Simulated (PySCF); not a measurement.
PySCF input for Bi(F)(TeH)2 (BiFH2Te2), SMILES [F][Bi]([TeH])[TeH], TDA-CAM-B3LYP/def2-SVPD. Geometry: PBE-D3(BJ)/def2-SVP. The structure was generated by enumeration; whether it is a known compound was not checked. The def2 effective core potentials stand for the cores of Bi, Te; spin–orbit coupling is left out.

```python
import numpy as np
from pyscf import gto, scf, dft, tdscf

mol = gto.M(
    atom='''
    Bi   -0.48707382   -0.78932484    0.50283311
    F    -0.80274604   -2.12973072   -1.05279896
    Te   -1.39743395    1.72014321   -0.62459641
    H    -0.04606978    1.82906947   -1.61991940
    Te    2.26182605   -0.09486403    0.02741383
    H     2.74952230   -1.66204864    0.41345625
    ''',
    basis='def2-SVPD',
    ecp={'Bi': 'def2-svp', 'Te': 'def2-svp'},
    charge=0,
    spin=0,
    max_memory=1600,
    verbose=4,
)
mf = dft.RKS(mol, xc='cam-b3lyp').density_fit(auxbasis='def2-universal-jkfit')
mf.grids.level = 3
mf.conv_tol = 1e-9
mf.max_cycle = 100
mf.kernel()
mf.grids = dft.Grids(mol).set(level=1).build(with_non0tab=True)  # coarser grid for the response kernel
td = tdscf.TDA(mf)
td.singlet = True
td.nstates = 10
td.conv_tol = 1e-4
td.positive_eig_threshold = 1e-6
td.kernel(x0=td.get_init_guess(mf, 15))
td.analyze()
tt = tdscf.TDA(mf)
tt.singlet = False
tt.nstates = 4
tt.conv_tol = 1e-4
tt.positive_eig_threshold = 1e-6
tt.kernel(x0=tt.get_init_guess(mf, 9))
tt.analyze(verbose=3)
```

Output:

```
PySCF version 2.14.0

[INPUT] verbose = 4
[INPUT] num. atoms = 6
[INPUT] num. electrons = 82
[INPUT] charge = 0
[INPUT] spin (= nelec alpha-beta = 2S) = 0
[INPUT] symmetry False subgroup None
[INPUT] Mole.unit = angstrom
[INPUT] Symbol           X                Y                Z      unit          X                Y                Z       unit  Magmom
[INPUT]  1 Bi    -0.487073820000  -0.789324840000   0.502833110000 AA   -0.920436122246  -1.491607770916   0.950216864263 Bohr   0.0
[INPUT]  2 F     -0.802746040000  -2.129730720000  -1.052798960000 AA   -1.516970163179  -4.024607779873  -1.989501698627 Bohr   0.0
[INPUT]  3 Te    -1.397433950000   1.720143210000  -0.624596410000 AA   -2.640767442669   3.250599561930  -1.180316153287 Bohr   0.0
[INPUT]  4 H     -0.046069780000   1.829069470000  -1.619919400000 AA   -0.087059266819   3.456440361103  -3.061204009870 Bohr   0.0
[INPUT]  5 Te     2.261826050000  -0.094864030000   0.027413830000 AA    4.274231775907  -0.179267035773   0.051804630725 Bohr   0.0
[INPUT]  6 H      2.749522300000  -1.662048640000   0.413456250000 AA    5.195844120384  -3.140816735306   0.781319076990 Bohr   0.0

nuclear repulsion = 418.640787085344
number of shells = 55
number of NR pGTOs = 260
number of NR cGTOs = 141
basis = def2-SVPD
ecp = {'Bi': 'def2-svp', 'Te': 'def2-svp'}


[settings echo left out]
init E= -767.161605366912
  HOMO = -1.39024193412953  LUMO = -1.31326909538418  gap/eV = 2.09454
cycle= 1 E= -846.410264023713  delta_E= -79.2  |g|= 5.13  |ddm|=   19
  HOMO = -0.0225912619179933  LUMO = 0.00440035013125685  gap/eV = 0.73448
cycle= 2 E= -836.959128466374  delta_E= 9.45  |g|= 6.36  |ddm|= 18.3
  HOMO = -0.167012526020807  LUMO = -0.147145394377298  gap/eV = 0.54061
cycle= 3 E= -847.048766977983  delta_E= -10.1  |g|= 4.25  |ddm|= 13.1
  HOMO = -0.320226500203621  LUMO = -0.16990859558717  gap/eV = 4.09036
cycle= 4 E= -851.317858947429  delta_E= -4.27  |g|= 1.33  |ddm|= 3.75
  HOMO = -0.193881293310692  LUMO = -0.0614188084195951  gap/eV = 3.60449
cycle= 5 E= -851.436557775491  delta_E= -0.119  |g|= 0.755  |ddm|=    2
  HOMO = -0.285844722708694  LUMO = -0.0443859669492375  gap/eV = 6.57043
cycle= 6 E= -851.628080592854  delta_E= -0.192  |g|= 0.249  |ddm|= 1.47
  HOMO = -0.287475186537436  LUMO = -0.0671734750081095  gap/eV = 5.99471
cycle= 7 E= -851.649386421356  delta_E= -0.0213  |g|= 0.0469  |ddm|= 0.481
  HOMO = -0.287349042090678  LUMO = -0.0616678340597186  gap/eV = 6.14110
cycle= 8 E= -851.650255366505  delta_E= -0.000869  |g|= 0.0206  |ddm|= 0.104
  HOMO = -0.286954072282172  LUMO = -0.0618964616554298  gap/eV = 6.12413
cycle= 9 E= -851.650402021749  delta_E= -0.000147  |g|= 0.00445  |ddm|= 0.0317
  HOMO = -0.287259019806969  LUMO = -0.0616647243202328  gap/eV = 6.13873
cycle= 10 E= -851.650421112093  delta_E= -1.91e-05  |g|= 0.00151  |ddm|= 0.0168
  HOMO = -0.287397844827812  LUMO = -0.0617193067556319  gap/eV = 6.14103
cycle= 11 E= -851.650423745543  delta_E= -2.63e-06  |g|= 0.000584  |ddm|= 0.00636
  HOMO = -0.287408208640354  LUMO = -0.0617079370589401  gap/eV = 6.14162
cycle= 12 E= -851.650424048051  delta_E= -3.03e-07  |g|= 0.000214  |ddm|= 0.00227
  HOMO = -0.287409306886198  LUMO = -0.061705297327362  gap/eV = 6.14172
cycle= 13 E= -851.650424082353  delta_E= -3.43e-08  |g|= 4.79e-05  |ddm|= 0.000782
  HOMO = -0.287409348419387  LUMO = -0.0617051712229061  gap/eV = 6.14172
cycle= 14 E= -851.650424084382  delta_E= -2.03e-09  |g|= 2.63e-05  |ddm|= 0.000182
  HOMO = -0.287410368310394  LUMO = -0.0617047904592671  gap/eV = 6.14176
cycle= 15 E= -851.650424084809  delta_E= -4.27e-10  |g|= 1.01e-05  |ddm|= 8.52e-05
  HOMO = -0.287408929635603  LUMO = -0.0617052664932131  gap/eV = 6.14171
Extra cycle  E= -851.650424084844  delta_E= -3.55e-11  |g|= 9.83e-06  |ddm|= 3.76e-05
converged SCF energy = -851.650424084844
tot grids = 35056
Overwritten attributes  positive_eig_threshold  of <class 'pyscf.tdscf.rks.TDA'>


******** <class 'pyscf.tdscf.rks.TDA'> for <class 'pyscf.df.df_jk.DFRKS'> ********
nstates = 10 singlet
deg_eia_thresh = 1.000e-03
wfnsym = None
conv_tol = 0.0001
eigh lindep = 1e-12
eigh level_shift = 0
eigh max_cycle = 100


Excitation energies (eV)
[3.13396965 3.29059921 3.80101228 4.0024337  4.16526346 4.38091522
 4.64817219 4.69853847 4.74034258 4.9346582 ]

** Singlet excitation energies and oscillator strengths **
Excited State   1:      3.13397 eV    395.61 nm  f=0.0016
      40 -> 43        0.22504
      41 -> 42        0.65109
Excited State   2:      3.29060 eV    376.78 nm  f=0.0020
      40 -> 42       -0.52974
      41 -> 43       -0.43217
      41 -> 46        0.10362
Excited State   3:      3.80101 eV    326.19 nm  f=0.0047
      40 -> 42        0.41165
      40 -> 43        0.25592
      41 -> 43       -0.46929
      41 -> 44        0.12255
Excited State   4:      4.00243 eV    309.77 nm  f=0.0092
      39 -> 42        0.11418
      40 -> 42       -0.11320
      40 -> 43        0.58275
      40 -> 44        0.10808
      41 -> 42       -0.22486
      41 -> 43        0.22769
Excited State   5:      4.16526 eV    297.66 nm  f=0.0006
      38 -> 42        0.14260
      39 -> 42       -0.17131
      39 -> 43       -0.11542
      40 -> 43        0.11428
      41 -> 44       -0.63083
Excited State   6:      4.38092 eV    283.01 nm  f=0.0101
      38 -> 42        0.19146
      39 -> 42        0.37963
      40 -> 44        0.50517
      41 -> 43       -0.14167
      41 -> 44       -0.12519
Excited State   7:      4.64817 eV    266.74 nm  f=0.0020
      38 -> 42        0.41867
      39 -> 43        0.47852
      40 -> 44       -0.10901
      40 -> 45       -0.10752
      41 -> 45       -0.17328
      41 -> 46       -0.12389
Excited State   8:      4.69854 eV    263.88 nm  f=0.0209
      38 -> 42        0.12632
      38 -> 43        0.28560
      39 -> 42        0.34826
      39 -> 44       -0.28779
      40 -> 44       -0.31743
      40 -> 45        0.11510
      41 -> 45        0.22854
Excited State   9:      4.74034 eV    261.55 nm  f=0.0168
      38 -> 42        0.14633
      38 -> 43       -0.15474
      39 -> 42       -0.15999
      39 -> 43        0.20875
      39 -> 44        0.10920
      40 -> 44        0.14954
      40 -> 45        0.21346
      40 -> 46        0.17900
      41 -> 45        0.46316
      41 -> 46        0.16958
Excited State  10:      4.93466 eV    251.25 nm  f=0.0159
      38 -> 43        0.24439
      39 -> 42        0.18391
      39 -> 44        0.55767
      40 -> 45       -0.13163
      41 -> 45        0.12648
      41 -> 46       -0.13719

** Transition electric dipole moments (AU) **
state          X           Y           Z        Dip. S.      Osc.
  1         0.0251     -0.0884      0.1106      0.0207      0.0016
  2        -0.0173     -0.0664     -0.1409      0.0246      0.0020
  3         0.0569     -0.2069     -0.0683      0.0507      0.0047
  4        -0.1810      0.2379     -0.0684      0.0940      0.0092
  5         0.0168     -0.0458      0.0604      0.0060      0.0006
  6         0.2541      0.0184     -0.1705      0.0940      0.0101
  7         0.1211     -0.0513     -0.0217      0.0178      0.0020
  8         0.2882      0.2151     -0.2288      0.1817      0.0209
  9        -0.0853     -0.1564      0.3361      0.1447      0.0168
 10         0.2935      0.1870     -0.1030      0.1318      0.0159

WARN: ECP detected. Skipping calculation of transition velocity and magnetic dipole moments, which have not yet been implemented.



******** <class 'pyscf.tdscf.rks.TDA'> for <class 'pyscf.df.df_jk.DFRKS'> ********
nstates = 4 triplet
deg_eia_thresh = 1.000e-03
wfnsym = None
conv_tol = 0.0001
eigh lindep = 1e-12
eigh level_shift = 0
eigh max_cycle = 100


Excitation energies (eV)
[2.74869073 2.8729099  3.42219577 3.47413447]

** Triplet excitation energies and oscillator strengths **
Excited State   1:      2.74869 eV    451.07 nm  f=0.0000
Excited State   2:      2.87291 eV    431.56 nm  f=0.0000
Excited State   3:      3.42220 eV    362.29 nm  f=0.0000
Excited State   4:      3.47413 eV    356.88 nm  f=0.0000
```

Self-consistency was reached.

Cost: roughly 3 core-minutes.
